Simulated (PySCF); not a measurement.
## MSb for M along the fourth-period p block

PBE0 with triple-zeta basis sets in PySCF, for the lowest determinant that a PBE0 search found; no spin–orbit coupling. De refers to high-spin ground-configuration atoms. A positive dipole means M(−)Sb(+).

| M | basis | state (unpaired electrons) | Re (Å) | ωe (cm⁻¹) | De (eV) | μ (D) |
| --- | --- | --- | --- | --- | --- | --- |
| Ga | cc-pVTZ-PP | triplet (π ↑↑) | 2.773 | 176 | 1.79 | -1.44 |
| Se | def2-TZVPP | doublet (π ↑) | 2.330 | 343 | 3.15 | 1.99 |
| Br | x2c-TZVPPall | triplet (π ↑↑) | 2.486 | 262 | 2.84 | 1.84 |

The shortest bond is that of SbSe (2.330 Å), the longest that of GaSb (2.773 Å). SbSe is bound most strongly (3.15 eV) and GaSb least (1.79 eV).

The rows differ in basis set, which adds steps of its own.

The state changes along the series, so neighbouring rows are not always alike in their bonding.

These are scalar-relativistic numbers at best; spin–orbit coupling would shift them, the dissociation energy most. States were picked by a PBE0 search and need not be the measured ground states.
